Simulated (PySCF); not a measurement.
# PtN₂⁻ at several levels of theory

All levels use the PBE0 minimum (quartet; Pt–N 1.826 Å (×2); N–Pt–N 162.6°), basis [Pt def2-SVPD with ECP60, N def2-SVPD], scalar-relativistic core potentials, density fitting, no spin–orbit coupling, PySCF. For vertical energies the ionised species is a triplet (spins chosen at PBE0 and kept). Open shells are unrestricted, also as the reference of the correlated levels. Dipoles are about the centre of mass. A dash marks a value that was not computed or is not defined at that level.

```xyz
3
charge -1 multiplicity 4, angstrom
Pt   -0.0047   -0.0380    0.0000
N     0.0291    0.2362    1.8049
N     0.0291    0.2362   -1.8049
```

| level | vertical detachment energy (eV) | −ε(HOMO) (eV) | dipole (D) |
| --- | --- | --- | --- |
| PBE0 | 1.95 | 0.09 | 0.72 |
| HF | -0.36 | 1.02 | 0.66 |
| MP2 | 2.35 | – | – |
| PBE | 2.02 | -1.52 | 0.69 |
| r2SCAN | 2.14 | -1.15 | 0.65 |
| B3LYP | 2.02 | -0.20 | 0.70 |
| TPSSh | 1.89 | -0.81 | 0.68 |

The highest occupied level lies above zero at PBE, r2SCAN, B3LYP, TPSSh, a mark of self-interaction error.

Spin contamination in at least one species weakens the values at: PBE0, HF, MP2.

Other spin states or occupations of the open shell can lie lower. The lowest empty level of this anion is unbound, so it and the gap depend on the basis. With an element this heavy the missing spin–orbit coupling can shift these numbers.
